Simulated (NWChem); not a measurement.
System: GeCl3, doublet; SMILES [Cl][Ge]([Cl])[Cl]

Program: NWChem. Pople sets run with spherical d functions. Spin-unrestricted. In the optimisation the excess spin sits in a (C3, its own frame). Geometry: optimised at PBE0/def2-SVP, spin-unrestricted. No stability test was run on the SCF state. Total energies compare along this basis series because the functional is fixed.

```json
[
 {"level": "UHF/STO-3G", "basis functions": "45", "energy (Ha)": "-3415.6298", "highest occupied level (eV)": "-8.75", "lowest empty minus highest occupied level, either spin (eV)": "10.13", "dipole (D)": "2.70"},
 {"level": "UHF/3-21G", "basis functions": "61", "energy (Ha)": "-3437.3384", "highest occupied level (eV)": "-10.92", "lowest empty minus highest occupied level, either spin (eV)": "9.22", "dipole (D)": "2.67"},
 {"level": "UHF/6-31G*", "basis functions": "86", "energy (Ha)": "-3453.6256", "highest occupied level (eV)": "-10.68", "lowest empty minus highest occupied level, either spin (eV)": "9.71", "dipole (D)": "1.81"},
 {"level": "UHF/6-311G**", "basis functions": "122", "energy (Ha)": "-3453.9500", "highest occupied level (eV)": "-10.75", "lowest empty minus highest occupied level, either spin (eV)": "9.72", "dipole (D)": "1.84"},
 {"level": "UHF/def2-TZVPD", "basis functions": "192", "energy (Ha)": "-3454.0207", "highest occupied level (eV)": "-10.58", "lowest empty minus highest occupied level, either spin (eV)": "9.72", "dipole (D)": "1.47"}
]
```
